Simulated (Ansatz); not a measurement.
One geometry of C3H6GeS, SMILES `[GeH3]/[CH]=C1\CS1`, several functionals.

```yaml
crystal:
  periodic: [false, false, false]
  atoms:
    - {symbol: Ge, position_ang: [-1.756375, 0.347068, 0.215226]}
    - {symbol: C, position_ang: [-0.081194, -0.137090, 1.050807]}
    - {symbol: C, position_ang: [1.024378, -0.275223, 0.341902]}
    - {symbol: C, position_ang: [1.617379, -0.213583, -0.981331]}
    - {symbol: S, position_ang: [2.711084, -0.654282, 0.422703]}
    - {symbol: H, position_ang: [-2.303521, 1.652166, 0.820646]}
    - {symbol: H, position_ang: [-1.516908, 0.540380, -1.290885]}
    - {symbol: H, position_ang: [-2.807583, -0.756870, 0.429487]}
    - {symbol: H, position_ang: [-0.041697, -0.301125, 2.123037]}
    - {symbol: H, position_ang: [1.416536, -1.017123, -1.683627]}
    - {symbol: H, position_ang: [1.803301, 0.758783, -1.427566]}
basis:
  gaussian: {orbitals: def2-TZVPP}
hamiltonian: {xc: {name: r2SCAN0}, dispersion: d4}
output: {orbitals: {seedname: orbitals}}
```

```sh
$ ansatz run in.yaml --threads 4 --pin off --events-out ev --progress --plain --max-ram 10444MiB
```

It prints (some lines left out):

```
Functional definition: r2SCAN0
1610 factors; their error is unknown
mean field evaluation 1: about -70549.0032 eV, gradient 6.2e1 eV
mean field evaluation 2: about -70535.8831 eV, gradient 9.2e1 eV
mean field evaluation 4: about -70558.0517 eV, gradient 5.3e0 eV
mean field evaluation 8: about -70558.1141 eV, gradient 1.9e-1 eV
mean field evaluation 16: about -70558.3927 eV, gradient 2.0e-4 eV
mean field -70558.39273577 eV, -2592.9731068431 hartree, gradient 1.7e-5 eV, S^2 0.000000; 0 other end points of the search recorded, 0 dependent functions left out
reference -70558.39274577 eV, -2592.9731072107 hartree; 36, 36 occupied and 231, 231 virtual orbitals, 1610 factors
Total energy: -70558.47345856 eV, -2592.9760733510 hartree
```

It took 4.1 s on 4 threads of an Intel Xeon Platinum 8488C on a shared host, with 0.88 GiB of host memory at the peak.

With the line `hamiltonian: {xc: {name: CAM-B3LYP}, dispersion: d4}` (abridged; 3.4 s):

```
Functional definition: CAM-B3LYP
mean field evaluation 16: about -70563.8572 eV, gradient 3.9e-4 eV
mean field -70563.85717738 eV, -2593.1739213685 hartree, gradient 8.2e-5 eV, S^2 0.000000
Total energy: -70564.09695502 eV, -2593.1827330344 hartree
```

With the line `hamiltonian: {xc: {name: B3LYP}, dispersion: d4}` and forces (abridged; 4.3 s):

```
Functional definition: B3LYP
mean field evaluation 16: about -70564.1388 eV, gradient 1.1e-3 eV
mean field -70564.13877389 eV, -2593.1842698492 hartree, gradient 2.6e-5 eV, S^2 0.000000
Total energy: -70564.58470106 eV, -2593.2006573707 hartree
Atom 0 force    -0.146760     0.040731    -0.054460 eV/Å
Atom 1 force     0.102824    -0.045051     0.138580 eV/Å
Atom 2 force    -0.165293     0.032894     0.018583 eV/Å
Atom 3 force    -0.178150     0.088412    -0.335163 eV/Å
Atom 4 force     0.434235    -0.133966     0.272376 eV/Å
Atom 5 force    -0.009072     0.007591    -0.002200 eV/Å
Atom 6 force    -0.006408     0.001031    -0.000502 eV/Å
Atom 7 force    -0.010627    -0.002255    -0.001752 eV/Å
Atom 8 force    -0.011640     0.012770    -0.067010 eV/Å
Atom 9 force     0.012026     0.075629     0.026949 eV/Å
Atom 10 force    -0.021135    -0.077786     0.004600 eV/Å
Dipole moment:    -0.047094     0.033926    -0.165234 e Å
```

Changing it to `hamiltonian: {xc: {name: LC-wPBE}}` (abridged; 2.3 s):

```
Functional definition: LC-wPBE
mean field evaluation 16: about -70549.4522 eV, gradient 2.0e-4 eV
mean field -70549.45217491 eV, -2592.6445472917 hartree, gradient 6.2e-5 eV, S^2 0.000000
Total energy: -70549.45217492 eV, -2592.6445472920 hartree
```

Changing it to `hamiltonian: {xc: r2scan, dispersion: d4}` and forces (abridged; 3.4 s):

```
Functional definition: r2SCAN
mean field evaluation 16: about -70559.4232 eV, gradient 8.9e-3 eV
mean field -70559.42321576 eV, -2593.0109762845 hartree, gradient 5.1e-5 eV, S^2 0.000000
Total energy: -70559.49111971 eV, -2593.0134717086 hartree
Atom 0 force    -0.049557     0.015463    -0.024515 eV/Å
Atom 1 force    -0.202206     0.022025     0.136083 eV/Å
Atom 2 force     0.092570    -0.003889    -0.116188 eV/Å
Atom 3 force    -0.122765     0.054907    -0.185747 eV/Å
Atom 4 force     0.221973    -0.071465     0.159413 eV/Å
Atom 5 force     0.019812    -0.058599    -0.028530 eV/Å
Atom 6 force    -0.008258    -0.010480     0.072153 eV/Å
Atom 7 force     0.042946     0.051791    -0.008590 eV/Å
Atom 8 force    -0.011682     0.002809     0.001106 eV/Å
Atom 9 force     0.009141     0.001952    -0.002018 eV/Å
Atom 10 force     0.008026    -0.004514    -0.003165 eV/Å
Dipole moment:    -0.047519     0.035131    -0.173144 e Å
```

With the line `hamiltonian: {xc: {name: PBE-QIDH}}` (abridged; 5.5 s):

```
Functional definition: PBE-QIDH
mean field evaluation 16: about -70526.2081 eV, gradient 2.1e-4 eV
mean field -70526.20807273 eV, -2591.7903422919 hartree, gradient 3.6e-6 eV, S^2 0.000000
17 core orbitals not correlated: weight in the atoms' cores, before any rotation towards them, 1.000 or more for the frozen orbitals, at most 0.000 for the correlated occupied ones
second order -28.45372922 eV of doubles, -0.00000000 eV of singles
Total energy: -70535.69266233 eV, -2592.1388945310 hartree
```

B3LYP takes the VWN-RPA correlation (the form of Gaussian; ORCA's B3LYP/G).
